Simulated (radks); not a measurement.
The titanium ion Ti3+, configuration [Ar] 3d1.

Calculated with a radial shooting solver on a logarithmic mesh with Libxc functionals: Dirac Kohn-Sham, PBE, spin-unpolarised, spherical densities, finite nucleus; open shells fill j = l - 1/2 first; Fermi nuclear charge, rms radius 3.5921 fm.

Energy parts (hartree):
part                       energy
total                  -851.81353
kinetic                 860.19350
electron-nucleus      -2003.32136
Hartree                 332.42255
exchange-correlation    -41.10823

Orbitals (lengths in bohr, moments of r in powers of bohr):
orbital  occ.  eigenvalue (hartree)   <1/r>      <r^4>  small-component weight
1s1/2       2             -180.1284   21.80  0.0001092                6.21e-03
2s1/2       2             -20.97627   4.559    0.02745                1.08e-03
2p1/2       2             -17.71063   4.491    0.02169                1.06e-03
2p3/2       4             -17.49856   4.434    0.02238                1.05e-03
3s1/2       2              -3.49203   1.418      2.045                2.28e-04
3p1/2       2              -2.62268   1.302      2.846                1.99e-04
3p3/2       4              -2.59729   1.291      2.922                1.97e-04
3d3/2       1              -1.27599   1.014      8.135                1.28e-04
3d5/2       0              -1.27367   1.012      8.190                1.27e-04
4s1/2       0              -0.97157  0.5099      86.12                4.86e-05
4p1/2       0              -0.77024  0.4514      141.8                4.06e-05
4p3/2       0              -0.76645  0.4491      144.3                4.04e-05

The highest occupied level is 3d3/2 at -34.722 eV. For comparison, the ionisation energy in NIST's Atomic Spectra Database is 43.267 eV (measured). In exact Kohn-Sham theory the highest level is minus the ionisation energy, but local and semilocal functionals leave it too shallow, through self-interaction and a potential that decays too fast; potentials with the right tail come closer. Summed over all electrons, <r^2> = 12.96 bohr^2, which gives a Langevin (diamagnetic) susceptibility term of -10.3 x 10^-6 cm^3/mol. The electron density at the nucleus is 8495 e/bohr^3. The density falls to 0.001 e/bohr^3 at r = 2.78 bohr.

Beside tabulated values, note that spin-unpolarised runs miss the spin-polarisation part of the exchange energy of open shells.
